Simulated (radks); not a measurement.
Spin polarisation of the 4f12 shell in Er. Start: [Xe] 4f(up 6, down 6) 6s2; electrons of 4f are moved from spin down to spin up, other shells keep equal spins. Method: scalar-relativistic Kohn-Sham, LDA (Slater exchange, Perdew-Wang correlation), spin-polarised, spherical densities, point nucleus; computed with a radial shooting solver on a logarithmic mesh with Libxc functionals.

moment (Bohr magnetons),E - E(0) (eV),e(4f up) (eV),e(4f down) (eV),6s down minus up (eV),5p down minus up (eV),5s down minus up (eV)
0,0.000,-3.360,-3.360,0.000,0.000,0.000
0.5,-0.045,-3.539,-3.176,0.013,0.145,0.202
1,-0.181,-3.712,-2.987,0.026,0.291,0.405
1.5,-0.408,-3.880,-2.793,0.038,0.437,0.607
2,-0.725,-4.042,-2.594,0.051,0.583,0.810

At moment 2 the spin-polarisation energy is -0.725 eV and the 4f exchange splitting 1.449 eV, that is 0.724 eV per Bohr magneton; E = -I m^2/4 would give I = 0.725 eV.
